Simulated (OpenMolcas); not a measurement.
## Ionisation energies of europium

```yaml
Program: OpenMolcas
Basis: ANO-RCC-VQZP [9s8p6d4f3g2h]
Scalar_Hamiltonian: DKH2, point nucleus
Spin-orbit_coupling: RASSI with atomic mean-field integrals over the reference wave functions, term energies averaged over their components
```

Active shells in each charge state: the valence f, s shells, with orbitals averaged over the low states. Where CASPT2's correlated closed shells are named, they are those of the first ion.

A. CASSCF
B. SS-CASPT2, IPEA 0.25 Eh, imaginary shift 0.1 Eh (closed shells correlated: 5s 5p)
C. SS-CASPT2, IPEA 0.25 Eh, imaginary shift 0.1 Eh (closed shells correlated: 4d 5s 5p)
D. SS-CASPT2, IPEA 0 Eh, imaginary shift 0.1 Eh (closed shells correlated: 5s 5p)

Energies in eV between the lowest computed levels, named as in B; reference values from the NIST Atomic Spectra Database with their kind.

```csv
From,To,A,B,C,D,Spin-orbit share in B,Reference
Eu 4f⁷ 6s² ⁸S°_7/2,Eu+ 4f⁷ 6s ⁹S°₄,4.594,5.667,5.692,5.626,+0.000,5.670 (measured)
Eu+ 4f⁷ 6s ⁹S°₄,Eu2+ 4f⁷ ⁸S°_7/2,10.476,11.334,11.400,11.486,+0.000,11.240 (semi-empirical)
```

Error against the reference values, in %:

```tsv
From	Reference	A	B	C	D
Eu	measured	-19.0	-0.1	+0.4	-0.8
Eu+	semi-empirical	-6.8	+0.8	+1.4	+2.2
```

Absolute error against the one measured value: A 1.08 eV, B 0.00 eV, C 0.02 eV, D 0.04 eV. B lies closest.

The lowest level within the active space need not be the ion's true ground level.

° marks odd parity.
